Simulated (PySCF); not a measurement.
Adding and removing an electron: SbF

UHF; Sb x2c-SVPall, F x2c-SVPall; spin-free X2C with a Gaussian nucleus (PySCF 2.14). Neutral (UHF): triplet (π ↑↑), Re = 1.928 Å, ωe = 654 cm⁻¹, De = 1.87 eV, HOMO -9.12 eV, LUMO 0.90 eV.

SbF⁺ (UHF): doublet (π ↑), Re = 1.860 Å, ωe = 765 cm⁻¹, De = 1.85 eV to Sb⁺ + F. The energies at the minima are -6576.69480 hartree for SbF and -6576.37883 for SbF⁺.

(1) Work out the adiabatic ionisation energy, without and with harmonic zero-point energies (1 hartree = 27.2114 eV, 1 eV = 8065.5 cm⁻¹), and the change of the bond length.

These are scalar-relativistic numbers at best; spin–orbit coupling would shift them, the dissociation energy most. For an ion De counts to the pair picked by the measured ionisation energies or electron affinities, which need not be the lowest pair at this level. Hartree–Fock leaves out correlation, which carries a large part of most bond energies and some tenths to 1 eV of ionisation energies. States were picked by a PBE0 search and need not be the measured ground states.

Results:

(1) At UHF: 0.31597 hartree = 8.598 eV between the minima; the zero-point term (765.0 − 654.0)/2 cm⁻¹ = +0.007 eV makes it 8.605 eV. Re changes by -6.8 pm against the neutral. The electron leaves a π orbital; in so polar a molecule the change of length follows mostly from the change of the ionic charges.
